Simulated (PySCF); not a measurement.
Members of one series of related molecules.

All values: CAM-B3LYP/def2-SVPD (PySCF) at PBE0-D3(BJ)/def2-SVP geometries, gas phase, one conformer each. Core orbitals are frozen in the response; Δα² is half the sum of the squared differences of the principal polarisabilities. Atoms past krypton carry effective core potentials. Dipoles and anisotropies that the point group forbids are given as zero.

Question: Rank by polarisability anisotropy Δα, lowest first.
A. `[NH2][In]([NH2])[NH2]`
B. `[H][In]([H])[H]`
C. `[SiH3][In]([SiH3])[SiH3]`
D. `[CH3][In]([CH3])[CH3]`

Answer: B (2.15 Å³), A (2.39 Å³), D (4.14 Å³), C (9.10 Å³).

Question: Rank by HOMO–LUMO gap, lowest first.
A. `[CH3][In]([CH3])[CH3]`
B. `[NH2][In]([NH2])[NH2]`
C. `[InH3]`
D. `[SiH3][In]([SiH3])[SiH3]`

Answer: D (6.59 eV), B (7.95 eV), A (8.31 eV), C (8.43 eV).

Question: Rank by vertical ionisation energy (ΔSCF), highest first.
A. `[H][In]([H])[H]`
B. `[SiH3][In]([SiH3])[SiH3]`
C. `[NH2][In]([NH2])[NH2]`

Answer: A (10.69 eV), C (9.13 eV), B (8.78 eV).

All values together:

```
                  SMILES                          change  formula  μ (D)  HOMO (eV)  LUMO (eV)  α (Å³)  Δα (Å³)  electrons  α per electron (Å³)  ΔSCF removal energy (eV)
   [CH3][In]([CH3])[CH3]                          parent   C3H9In   0.00      -8.37      -0.06   11.34     4.14         76                0.149                         –
   [NH2][In]([NH2])[NH2]   ligand (all three): Me to NH2   H6InN3   2.89      -8.31      -0.36    9.20     2.39         76                0.121                      9.13
[SiH3][In]([SiH3])[SiH3]  ligand (all three): Me to SiH3  H9InSi3   0.04      -8.19      -1.60   21.31     9.10        100                0.213                      8.78
         [H][In]([H])[H]     ligand (all three): Me to H     InH3   0.00      -9.53      -1.10    6.13     2.15         52                0.118                     10.69
```

Conformers: `[NH2][In]([NH2])[NH2]`.

A dash marks a removal energy that wasn't run or isn't settled.

Q: Give the shifts from the parent, `[CH3][In]([CH3])[CH3]`.

A: 
```tsv
SMILES	change in μ (D)	change in HOMO (eV)	change in LUMO (eV)	change in mean α (Å³)
[NH2][In]([NH2])[NH2]	+2.89	+0.06	-0.30	-2.14
[SiH3][In]([SiH3])[SiH3]	+0.04	+0.18	-1.54	+9.97
[H][In]([H])[H]	0.00	-1.16	-1.04	-5.21
```
